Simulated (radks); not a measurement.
Species: the germanium ion Ge2+. Configuration: [Ar] 3d10 4s2 (the NIST ground configuration).

Calculated with a radial shooting solver on a logarithmic mesh with Libxc functionals: Dirac Kohn-Sham, PBE, spin-unpolarised, spherical densities, point nucleus.

Energy parts (eV):
part                       energy
total                  -57091.976
kinetic                 58303.490
electron-nucleus      -137192.018
Hartree                 23948.876
exchange-correlation    -2152.325

Orbitals (lengths in bohr, moments of r in powers of bohr; r(max) is where P^2 peaks):
orbital  occ.  eigenvalue (eV)   r(max)  small-component weight
1s1/2       2        -10978.13  0.03072                1.34e-02
2s1/2       2        -1391.229   0.1761                2.60e-03
2p1/2       2        -1239.681   0.1392                2.58e-03
2p3/2       4        -1207.804   0.1421                2.53e-03
3s1/2       2        -188.3866   0.5425                5.95e-04
3p1/2       2        -138.4204   0.5376                5.44e-04
3p3/2       4        -134.1439   0.5460                5.30e-04
3d3/2       4         -49.5385   0.5020                4.02e-04
3d5/2       6         -48.9509   0.5048                3.97e-04
4s1/2       2         -29.2464    1.671                7.90e-05

The highest occupied level is 4s1/2 at -29.246 eV. For comparison, the ionisation energy in NIST's Atomic Spectra Database is 34.058 eV (measured). In exact Kohn-Sham theory the highest level is minus the ionisation energy, but local and semilocal functionals leave it too shallow, through self-interaction and a potential that decays too fast; potentials with the right tail come closer. The density falls to 0.001 e/bohr^3 at r = 3.41 bohr. Summed over all electrons, <r^2> = 19.63 bohr^2, which gives a Langevin (diamagnetic) susceptibility term of -15.5 x 10^-6 cm^3/mol.
